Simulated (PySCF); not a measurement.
CH7Si2, SMILES [SiH2]C[SiH3] (connectivity only; charge and spin as stated), charge +1, multiplicity 1. Atoms are numbered in the order given.

```xyz
10

Si     0.1691     1.5746     0.0000
C     -0.8601     0.1152     0.0000
Si     0.2214    -1.5368     0.0000
H      0.6647     2.1647     1.2639
H      0.6647     2.1647    -1.2639
H     -1.4788     0.0441    -0.9111
H     -1.4788     0.0441     0.9111
H     -0.7945    -2.6174     0.0000
H      1.0580    -1.5101    -1.2281
H      1.0580    -1.5101     1.2281
```
Charge +1, spin multiplicity 1.

The structure is a stationary point at PBE0-D3(BJ)/def2-SVP. The multiplicity is an assumed one; other spin states were not compared. The isomer is the one that the SMILES or the coordinates give; other isomers of the formula were not compared.

All values below come from TDDFT-B3LYP/def2-SVPD (PySCF).

Vertical excitations. Isolated molecule, no solvent. State labels are in the subgroup Cs.

Computed lowest excited states:
| state | symmetry | energy (eV) | λ (nm) | f | main pairs |
|---|---|---|---|---|---|
| S1 | A" | 4.46 | 278 | 0.000 | HOMO−1→LUMO 100 % |
| S2 | A' | 4.54 | 273 | 0.017 | HOMO→LUMO 96 % |
| S3 | A' | 4.93 | 251 | 0.100 | HOMO−2→LUMO 94 % |
| S4 | A" | 5.73 | 216 | 0.000 | HOMO−3→LUMO 100 % |
| S5 | A' | 6.21 | 200 | 0.073 | HOMO−4→LUMO 93 % |
| S6 | A" | 7.61 | 163 | 0.000 | HOMO−5→LUMO 99 % |
| S7 | A" | 7.89 | 157 | 0.000 | HOMO−1→LUMO+1 96 % |
| S8 | A' | 7.93 | 156 | 0.000 | HOMO→LUMO+1 94 % |
| S9 | A' | 8.09 | 153 | 0.163 | HOMO−2→LUMO+1 94 % |
| S10 | A' | 8.47 | 146 | 0.002 | HOMO→LUMO+2 94 % |
| T1 | A' | 3.96 | 313 | 0 | HOMO−2→LUMO 84 %, HOMO→LUMO 15 % |
| T2 | A' | 4.30 | 288 | 0 | HOMO→LUMO 82 %, HOMO−2→LUMO 16 % |
| T3 | A" | 4.41 | 281 | 0 | HOMO−1→LUMO 99 % |
| T4 | A" | 5.19 | 239 | 0 | HOMO−3→LUMO 98 % |
Triplets are in the Tamm–Dancoff approximation, which puts them higher than full response would, so one can lie above its singlet here.
